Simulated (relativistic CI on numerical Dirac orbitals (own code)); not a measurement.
**Hyperfine structure of Hf XXVI, mass number 179**

Computed by Dirac-Coulomb-Breit CI, KLI orbitals optimised for each configuration, QED by a radiative potential, unscaled Slater integrals (own radial code, finite nucleus).

Configuration list (outside the closed core [Ar] 3d10): 4s²4p⁶4d¹⁰4f, 4s²4p⁶4d¹⁰5s, 4s²4p⁶4d⁹4f², 4s²4p⁶4d¹⁰5p, 4s²4p⁵4d¹⁰4f², 4s²4p⁶4d¹⁰5d, 4s²4p⁶4d⁹4f5s, 4s²4p⁶4d⁹5s², 4s4p⁶4d¹⁰4f², 4s²4p⁶4d¹⁰5f, 4s²4p⁴4d¹⁰4f³, 4s²4p⁶4d⁹5s5p, 4s²4p⁶4d⁹4f5p, 4s²4p⁶4d¹⁰6s, 4s²4p⁶4d⁸4f²5s, 4s²4p⁶4d¹⁰5g. Levels of other configurations are missing.

Nuclear spin I = 9/2, μ = -0.6389 μN, Q = 3.79 b (tables of Stone and Pyykkö). The electronic factors are computed for point nuclear moments, without core polarisation or the Bohr-Weisskopf and QED corrections.

```csv
Level,E (eV),A (MHz),B (MHz)
4s²4p⁶4d¹⁰4f ²F°5/2,0.000,-523.7,14500
4s²4p⁶4d¹⁰4f ²F°7/2,2.959,-283.3,16400
4s²4p⁶4d¹⁰5s ²S1/2,104.265,-58110,
4s²4p⁶4d¹⁰5p ²P°1/2,153.956,-17870,
4s²4p⁶4d¹⁰5p ²P°3/2,176.981,-2193,113000
4s²4p⁶4d⁹4f² ⁴F3/2,180.752,-139.4,-3330
4s²4p⁶4d⁹4f² ⁴F5/2,181.321,-460,15100
4s²4p⁶4d⁹4f² ⁴F7/2,182.876,-461.6,16100
```

Levels with J = 0, under 50 % of one LS term, or S terms without an open s electron are left out. Small factors come from cancelling terms and can be off by tens of per cent or more.

At this charge energies of transitions that change n are usually good to better than 1 %, and those within a shell (Δn = 0) to a few per cent.

(1) Give the hyperfine levels of 4s²4p⁶4d¹⁰4f ²F°5/2 relative to its centre of gravity.

Results:

(1) With K = F(F + 1) − I(I + 1) − J(J + 1), E = AK/2 + B[¾K(K + 1) − I(I + 1)J(J + 1)]/[2I(2I − 1)J(2J − 1)]: F = 2: 13860, F = 3: 7929, F = 4: 1720, F = 5: -3318, F = 6: -5371, F = 7: -2262 MHz.

LS names give the leading component of a level, which can be under half, so a name can repeat, a term be missing and a line seem to break the LS rules.
